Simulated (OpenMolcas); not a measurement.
# Ionisation energies of zirconium

| Item | Value |
| --- | --- |
| Program | OpenMolcas |
| Basis | ANO-R2 [7s5p4d2f1g] |
| Scalar Hamiltonian | X2C, finite nucleus |
| Spin-orbit coupling | state interaction with AMFI integrals over the reference wave functions, term energies averaged over their components |

Active shells in each charge state: the valence d, s shells, with orbitals averaged over the low states. Where CASPT2's correlated closed shells are named, they are those of the first ion.

A. CASSCF
B. MS-CASPT2, IPEA 0.25 Eh, imaginary shift 0.1 Eh (closed shells correlated: 4s 4p)
C. SS-CASPT2, IPEA 0.25 Eh, imaginary shift 0.1 Eh (closed shells correlated: 4s 4p)
D. SS-CASPT2, IPEA 0 Eh, imaginary shift 0.1 Eh (closed shells correlated: 4s 4p)
E. MS-CASPT2, IPEA 0.25 Eh, imaginary shift 0.1 Eh (closed shells correlated: 3d 4s 4p)

Energies in eV between the lowest computed levels, named as in B; reference values from the NIST Atomic Spectra Database with their kind.

| From | To | A | B | C | D | E | Spin-orbit share in B | Reference |
| --- | --- | --- | --- | --- | --- | --- | --- | --- |
| Zr 4d² 5s² ³F₂ | Zr+ 4d² 5s ⁴F_3/2 | 5.270 | 6.356 | 6.356 | 6.510 | 6.362 | -0.015 | 6.634 (measured) |
| Zr+ 4d² 5s ⁴F_3/2 | Zr2+ 4d² ³F₂ | 12.232 | 13.067 | 13.067 | 13.165 | 13.082 | -0.022 | 13.130 (measured) |

Other lowest levels: A, Zr 4d³ 5s ⁵F₁ to 4d² 5s ⁴F_3/2.

Error against the reference values, in %:

```json
{"From": "Zr", "Reference": "measured", "A": "-20.6", "B": "-4.2", "C": "-4.2", "D": "-1.9", "E": "-4.1"}
{"From": "Zr+", "Reference": "measured", "A": "-6.8", "B": "-0.5", "C": "-0.5", "D": "+0.3", "E": "-0.4"}
```

Mean absolute error over the 2 measured values: A 1.13 eV, B 0.17 eV, C 0.17 eV, D 0.08 eV, E 0.16 eV. D lies closest.

The lowest level within the active space need not be the ion's true ground level.
